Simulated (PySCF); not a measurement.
Work out the structure from these simulated measurements.

Formula: C3H9FO2Si.

| Quantity | Value |
| --- | --- |
| UV, first state | lowest singlet excitation: 7.74 eV (160 nm, f = 0.011) [TDDFT PBE0/def2-SVPD] |
| Polarisability | 69.8 au [PBE0/def2-SVPD] |
| UV, strongest line | among the 6 lowest singlet transitions: S3 at 7.94 eV (156 nm, f = 0.047) [TDDFT PBE0/def2-SVPD] |
| 1H NMR | chemical shifts (computed TMS as zero) by class: 5.05 (1 H), 4.68 (1 H), 4.62 (1 H), 4.43 (1 H), 4.27 (1 H), 2.70 (1 H), 1.19 (3 H) ppm [GIAO PBE0/pcSseg-1] |
| 13C NMR | chemical shifts (computed TMS as zero) by class: 94.2 (1 C), 74.7 (1 C), 20.7 (1 C) ppm [GIAO PBE0/pcSseg-1] |
| Dipole | 2.71 D [PBE0/def2-SVPD] |
| Rotational structure | rotational constants A, B, C: 2.948, 1.634, 1.131 GHz [GFN2-xTB] |

Electronic properties: PySCF, gas phase, density fitting. Levels stand in brackets. NMR shifts are as computed; neighbouring signals can stand in another order in a measured spectrum. Isolated species at its GFN2-xTB geometry (one conformer only). NMR values are class means; diastereotopic atoms form classes of their own.

Q: What is the compound? Reason from the data.

A: Numbering: `[CH3:1][C@@H:2]([CH2:3][F:4])[O:5][SiH2:6][OH:7]`. Its formula, C3H9FO2Si, gives 0 degrees of unsaturation, so no ring and no π bond. 3 carbons fall into 3 classes; from least to most shielded: sp3 C–F carbon [C3] (94.2 ppm), sp3 carbon bound to oxygen [C2] (74.7 ppm), methyl carbon [C1] (20.7 ppm). Hydrogen classes from least to most shielded: 1 H on an oxygen-bound silicon, Si6 (5.05 ppm), 1 H on an sp3 C–F carbon, C3 (4.68 ppm), 1 H on an sp3 C–F carbon, C3 (4.62 ppm), 1 H on an oxygen-bound silicon, Si6 (4.43 ppm), 1 H on an sp3 carbon bound to oxygen, C2 (4.27 ppm), 1 H on a silanol oxygen, O7 (2.70 ppm), 3 H on a methyl carbon, C1 (1.19 ppm, a mean of values up to 0.7 ppm apart in this geometry). The optimised geometry has point group C1 and is an asymmetric top. Structure: `C[C@@H](CF)O[SiH2]O`. The assignments are read from this structure; whether some other isomer fits the data as well wasn't checked. The mirror image fits equally.

The values belong to the conformer `[CH3:1][C@@H:2]([CH2:3][F:4])[O:5][SiH2:6][OH:7]`: C1–C2–C3–F4 -165°, C1–C2–O5–Si6 167°, C2–O5–Si6–O7 72°, H–O7–Si6–O5 -62°.
